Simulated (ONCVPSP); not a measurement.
Pt (Z = 78): one change to an ONCV potential, before and after

platinum (Pt), optimised norm-conserving Vanderbilt (ONCV), made with ONCVPSP 4.0.1 (PBE, fully relativistic). Core [Xe], reference 4f14 5d9 6s0.5 6p0.5. Waves: 6s: rc 2.25 bohr, ncon 3, nbas 7, qcut 2.5 1/bohr, 3 projectors, debl 2.6 Ha; 6p: rc 3.10 bohr, ncon 4, nbas 6, qcut 3.2 1/bohr, 3 projectors, debl 1 Ha; 5d: rc 1.60 bohr, ncon 4, nbas 7, qcut 6.2 1/bohr, 2 projectors, debl 1.3 Ha; 4f: rc 0.65 bohr, ncon 5, nbas 10, qcut 26.9 1/bohr, 2 projectors, debl 2.7 Ha. Local part: polynomial inside 0.55 bohr (lpopt 4, dvloc0 0 Ha). Core correction: none.

Open shells are filled in proportion to 2j + 1.

Change: local potential polynomial inside 0.50 bohr (lpopt 4, dvloc0 3 Ha).

Cutoffs: the cutoffs (Ha) at which the residual kinetic energy of the hardest occupied pseudo-wave falls to 1 and 0.1 mHa per electron; they do not see the model core or the augmentation charge, which bear on the density cutoff. Errors are all-electron minus pseudo energies relative to the spin-unpolarised reference configuration.

Q: How do hardness, ghosts and transferability respond?

A: The potential gets neither clearly harder nor softer (326 Ha and 356 Ha → 326 Ha and 356 Ha); both files keep a bound ghost (p, s); the lowest positive-energy flag moves from s at 10.4 eV to p3/2 at 22.0 eV; the errors of the 3 common tests hardly move; the range in which the s phases agree widens (upper end 0.3 → at the end of the scan).

| quantity | base | changed |
| --- | --- | --- |
| cutoff, loose | 326 Ha | 326 Ha |
| cutoff, tight | 356 Ha | 356 Ha |
| bound ghosts | s, p3/2, p1/2 | s, p3/2, p1/2 |
| GHOST(+) flags under 300 eV | s at 10.4 eV, p3/2 at 36.8 eV, p1/2 at 55.5 eV, d5/2 at 207.2 eV | p3/2 at 22.0 eV, p1/2 at 33.1 eV, d5/2 at 152.7 eV, d3/2 at 193.3 eV |
| tests with a reliable result | 3 of 4 | 3 of 4 |
| error for 4f14 5d9 6s1 6p0, meV [ΔE -2.44 eV] | 0.0 | -0.1 |
| error for 4f14 5d9 6s0 6p0, meV [ΔE 6.77 eV] | +3.6 | +3.7 |
| error for 4f14 5d9 6s0.5 6p0, meV [ΔE 1.26 eV] | 0.0 | 0.0 |
| s: phases at 2.28 bohr within 0.05 rad from the reference energy up to (Ha; the scan ends near 5) | 0.3 | to the end of the scan |
| p3/2: phases at 3.16 bohr within 0.05 rad from the reference energy up to (Ha; the scan ends near 5) | n/a | n/a |
| p1/2: phases at 3.16 bohr within 0.05 rad from the reference energy up to (Ha; the scan ends near 5) | to the end of the scan | 4.8 |
| d5/2: phases at 1.62 bohr within 0.05 rad from the reference energy up to (Ha; the scan ends near 5) | 4.8 | 4.5 |
| d3/2: phases at 1.62 bohr within 0.05 rad from the reference energy up to (Ha; the scan ends near 5) | 4.8 | 4.6 |
| f7/2: phases at 0.66 bohr within 0.05 rad from the reference energy up to (Ha; the scan ends near 5) | to the end of the scan | to the end of the scan |
| f5/2: phases at 0.66 bohr within 0.05 rad from the reference energy up to (Ha; the scan ends near 5) | to the end of the scan | to the end of the scan |

 A true bound ghost makes a file unfit for plane-wave use even where its test errors are small: the radial tests pick states by their node count and pass the ghost by.
